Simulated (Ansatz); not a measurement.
A made-up structure of H3SeS (charge +1), closed shell:

```xyz
5
angstrom
S 1.2634 0.6683 -0.1491
Se -0.7238 -0.2786 0.0858
H -0.4274 -1.3070 1.1510
H -0.6982 -1.2815 -1.0428
H 0.6688 1.8881 -0.0590
```

It is relaxed with PBE-D4/def2-SVP and then PBE0-D4/def2-TZVP (Ansatz 0.2.0). Atoms count as bonded within 1.22 times the sum of their covalent radii (H–H: 0.88 Å). The end point is not checked to be a true minimum.

(1) Does its bonding change? (A judgement: the text doesn't fix the answer.)

Answers

(1) The calculation gives: No: no bond forms or breaks.

Where it ends: The first stage lowers the energy by 0.02 eV in 5 steps. It ends as H₃SeS ([SH][SeH2]), total charge +1:
S1  (1.219, 0.640, -0.143)
Se2  (-0.756, -0.276, 0.090)
H3  (-0.402, -1.289, 1.112)
H4  (-0.664, -1.263, -1.010)
H5  (0.686, 1.876, -0.062)
(Å)

Labels in which every atom is bracketed show which atoms are joined, not bond orders.

For scale, one of the runs: PBE0-D4/def2-TZVP relaxation, 103 basis functions, launched by `ansatz run in.yaml --threads 2 --pin off --events-out ev --progress --plain --max-ram 4352MiB`. The run took about 10 s on 2 CPU threads of an Arm Neoverse V1 (shared host).
